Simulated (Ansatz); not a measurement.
Mulliken charges of `[O]=[Hf]=[O]` from ωB97M-V/def2-TZVPP in Ansatz (PBE0-D4/def2-TZVP geometry).

```
atom   x (Å)   y (Å)   z (Å)  charge (e)
  O1   0.656   1.264   0.389      -0.524
 Hf2   0.353  -0.486   0.356       1.048
  O3  -1.010  -0.777  -0.745      -0.524
```

Task: By hand: the dipole of these point charges (1 e Å = 4.8032 D).

Result: Σ q r = (0.555, -0.765, 0.560) e Å, of length 1.099 e Å = 5.28 D.

Task: How does the dipole of the full density compare? (Best estimate.)

Result: The calculation gave: (0.891, -1.226, 0.898) e Å, 8.46 D; the point charges give 0.62 times that, at 0° from its direction.

Point charges leave out the atoms' own dipoles, such as those of lone pairs, and Mulliken's split depends on the basis, so the two needn't agree.
